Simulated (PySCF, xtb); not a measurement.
(1-methylcyclobutyl)silane (C5H12Si), SMILES CC1([SiH3])CCC1.

Harmonic wavenumbers (cm⁻¹) from GFN2-xTB (xtb) at its own minimum, in rising order: 99, 115, 204, 232, 240, 346, 353, 524, 553, 574, 703, 771, 788, 789, 831, 832, 921, 954, 998, 1040, 1045, 1047, 1153, 1179, 1189, 1190, 1246, 1246, 1264, 1274, 1414, 1480, 1485, 1498, 1507, 1511, 2253, 2255, 2259, 2973, 2977, 2992, 2993, 2994, 3002, 3011, 3015, 3022.

What does B3LYP-D3(BJ)/def2-SVP run with PySCF give at its own minimum? (An estimate is asked for; the answer gives what the named calculation found.)

128, 155, 199, 221, 243, 331, 336, 531, 637, 648, 668, 796, 800, 882, 907, 931, 953, 954, 957, 979, 1000, 1057, 1138, 1158, 1190, 1211, 1251, 1259, 1277, 1290, 1393, 1457, 1457, 1466, 1469, 1489, 2209, 2211, 2213, 3005, 3031, 3035, 3062, 3080, 3083, 3085, 3095, 3120. Paired by order, the mean absolute difference is 38 cm⁻¹ and the zero-point energies are 94.8 and 95.8 kcal/mol.
